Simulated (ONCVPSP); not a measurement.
# Ar (Z = 18): excitation energies, all-electron against ONCV

ONCVPSP 4.0.1 input, shortened (lines: element, Z, core and valence counts, functional; n l f; lmax; l rc ep ncon nbas qcut; lloc lpopt rc5 dvloc0; l nproj debl; icmod fcfact rcfact), PBE, scalar-relativistic:

```
  Ar 18.00    3    2        4      upf
    1    0    2.00
    2    0    2.00
    2    1    6.00
    3    0    2.00
    3    1    5.00
    1
    0    0.95    0.00    4    8    5.50
    1    1.35    0.00    4    8    6.20
    4    5    0.95    6.00
    0    1    3.10
    1    2    0.60
    3    4.75    1.15
```

In the p channel the program set the typed energies aside and used -0.813, 0.250 Ha.

Energies are relative to the spin-unpolarised reference configuration 3s2 3p5; without spin polarisation the order of configurations can differ from experiment.

Give the all-electron excitation energy and the error of the potential for: 3s2 3p6; 3s2 3p4; 3s2 3p3; 3s1 3p6.

```tsv
valence configuration	charge	ΔE all-electron (eV)	error AE − PS (meV)
3s2 3p6	0	-16.057	+3.7
3s2 3p4	+2	28.659	+4.1
3s2 3p3	+3	71.243	+36
3s1 3p6	+1	14.616	+0.3
```

Levels in the configuration 3s2 3p4:

```csv
level,all-electron (eV),pseudo (eV)
3s,-50.552,-50.536
3p,-35.423,-35.406
```
